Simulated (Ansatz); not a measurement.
System: MoH₃ (charge 0, quartet). The spin state was set by rule; other spins were not relaxed. 
Geometry from a B3LYP-D3(BJ)/def2-TZVP (Ansatz, an electronic-structure program) optimisation:
```xyz
4

Mo    -0.0369    -0.0051     0.0162
H      1.1812    -0.3629     1.1493
H      0.1828     1.6015    -0.4996
H      0.1843    -1.0225    -1.3298
```
Charge 0, spin multiplicity 4.

Parts of the frozen-core correlation energy in def2-SVP (Ansatz, hartree). Frozen orbitals: 4; correlated occupied orbitals by spin: 6 and 3; virtual: 36 and 39. Open shells are spin-unrestricted. No spin-orbit coupling. In def2 rows, elements after Kr have scalar-relativistic effective core potentials.

| term | value |
|---|---|
| reference (HF) | -69.18700 |
| MP2 opposite-spin | -0.09234 |
| MP2 same-spin | -0.04150 |
| CCSD correlation | -0.16384 |
| (T) | -0.00496 |
| CCSDT minus CCSD(T) | -0.00122 |
| CCSDT(Q) minus CCSD(T) | -0.00138 |
| T1 diagnostic | 0.039 |
| largest doubles amplitude | 0.033 |
| <S^2> of the reference | 3.872 |
